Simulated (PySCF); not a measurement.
PySCF 2.14 output of an unrestricted LDA calculation on a single atom or ion in x2c-QZVPPall with one added diffuse shell each of s, p, d, f, g type (12s8p6d5f3g, 128 functions), with the spin-free X2C one-electron Hamiltonian (Gaussian nucleus):

```
SCF conv_tol = 1e-09
number electrons alpha = 16  beta = 11
    P. A. M. Dirac.,  Math. Proc. Cambridge Philos. Soc. 26, 376 (1930)
    F. Bloch.,  Z. Phys. 57, 545 (1929)
    S. H. Vosko, L. Wilk, and M. Nusair.,  Can. J. Phys. 58, 1200 (1980)
cycle= 1 E= -1390.33936221809  delta_E= -0.0296  |g|= 0.124  |ddm|= 0.344
cycle= 2 E= -1390.33739372997  delta_E= 0.00197  |g|= 0.164  |ddm|= 0.127
cycle= 3 E= -1390.34178082791  delta_E= -0.00439  |g|= 0.00556  |ddm|= 0.0839
cycle= 4 E= -1390.34179073158  delta_E= -9.9e-06  |g|= 0.00141  |ddm|= 0.0123
cycle= 5 E= -1390.34179148286  delta_E= -7.51e-07  |g|= 0.000187  |ddm|= 0.00265
cycle= 6 E= -1390.34179149284  delta_E= -9.99e-09  |g|= 3.54e-06  |ddm|= 0.000255
cycle= 7 E= -1390.34179149285  delta_E= -7.96e-12  |g|= 2.81e-07  |ddm|= 1.12e-05
converged SCF energy = -1390.34179149285  <S^2> = 8.7559839  2S+1 = 6.0019943
```

The run itself started from symmetry-adapted Hartree-Fock orbitals and held the occupation by maximum overlap, on a logarithmic radial grid, so the iterations belong to that start.

Question: Which element, charge and spin multiplicity is this?

Answer: Co (cobalt, neutral), multiplicity 6; the state was [Ar] 3d6 4s2 4p1, one real determinant (an excited configuration).

⟨L²⟩ = 8.02 against 12 for a pure F term, so this real determinant mixes terms.
